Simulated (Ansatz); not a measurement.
`C=C[Si](N)(O)F` + H₂O → `C=C[Si](N)(O)O` + H–F  (formal hydrolysis of the Si–F bond)

Computed with Ansatz on PBE0-D4/def2-TZVP structures; ΔE is electronic, products minus reactants. CCSD(T)/CBS is the MP2 limit (def2-TZVPP, def2-QZVPP) plus CCSD(T) − MP2 in def2-TZVPP, frozen cores. This one scheme is used for every species. DFT in def2-TZVPP. B3LYP here is the variant with VWN-RPA as its local correlation; programs differ in this. One conformer a species, not always the lowest.

`C=C[Si](N)(O)F`:

Z-matrix (Å, degrees):
```
Si
C 1 1.847
O 1 1.636 2 114.8
N 1 1.700 2 109.3 3 123.0
F 1 1.596 2 106.9 3 -113.1
C 2 1.331 1 123.4 3 -102.1
H 2 1.089 1 118.5 3 77.1
H 3 0.958 1 116.7 2 59.0
H 4 1.008 1 119.7 2 -165.0
H 4 1.007 1 120.6 2 49.6
H 6 1.086 2 121.5 1 -0.5
H 6 1.087 2 122.3 1 179.4
```

H₂O:

```xyz
3

O    -0.200   -0.080    0.324
H    -0.536    0.300   -0.490
H     0.736   -0.220    0.166
```

`C=C[Si](N)(O)O`:

Z-matrix (Å, degrees):
```
Si
C 1 1.850
O 1 1.648 2 115.6
N 1 1.712 2 107.7 3 -119.0
O 1 1.640 2 105.1 3 114.5
C 2 1.331 1 123.6 3 97.4
H 2 1.089 1 118.2 3 -81.7
H 3 0.958 1 116.1 2 -67.6
H 4 1.008 1 119.9 2 -50.9
H 4 1.008 1 119.8 2 165.8
H 5 0.958 1 117.0 2 -157.5
H 6 1.087 2 122.3 1 -179.2
H 6 1.087 2 121.4 1 0.8
```

H–F:

Cartesian coordinates in Å:
```
F 0.281 -0.361 -0.043
H -0.281 0.361 0.043
```

| level | ΔE (kJ/mol) | difference from CCSD(T)/CBS |
| --- | --- | --- |
| PBE-D4 | 45.8 | -1.2 |
| r2SCAN-D4 | 49.4 | 2.4 |
| PBE0-D4 | 45.6 | -1.4 |
| B3LYP-D4 | 48.2 | 1.2 |
| ωB97X-V | 48.2 | 1.2 |
| ωB97M-V | 47.7 | 0.7 |
| B2PLYP | 49.0 | 2.0 |
| PBE | 48.0 | 1.0 |
| r2SCAN | 50.1 | 3.1 |
| PBE0 | 47.5 | 0.5 |
| B3LYP | 51.7 | 4.7 |
| HF/def2-TZVPP | 54.3 | 7.3 |
| MP2/def2-TZVPP | 43.3 | -3.7 |
| SCS-MP2/def2-TZVPP | 46.0 | -1.0 |
| CCSD/def2-TZVPP | 46.7 | -0.3 |
| CCSD(T)/def2-TZVPP | 45.3 | -1.7 |
| HF/def2-QZVPP | 55.9 | 8.9 |
| MP2/def2-QZVPP | 44.8 | -2.2 |
| SCS-MP2/def2-QZVPP | 47.4 | 0.4 |
| HF/CBS(def2) | 56.1 | 9.1 |
| MP2/CBS(def2) | 45.0 | -2.0 |
| CCSD/CBS(def2) | 48.5 | 1.5 |
| CCSD(T)/CBS | 47.0 | 0 |

Largest T1 diagnostic among the species: 0.011.

The D4 term adds −3.5 kJ/mol with B3LYP and −1.9 kJ/mol with PBE0; it sums over pairs of atoms, weighted by their polarisabilities, and B3LYP, whose exchange is more repulsive, gets the larger term. In def2-TZVPP, CCSD(T) changes the Hartree–Fock value by −9.1 kJ/mol (the triples alone add −1.4 kJ/mol) and MP2 by −11.1 kJ/mol.
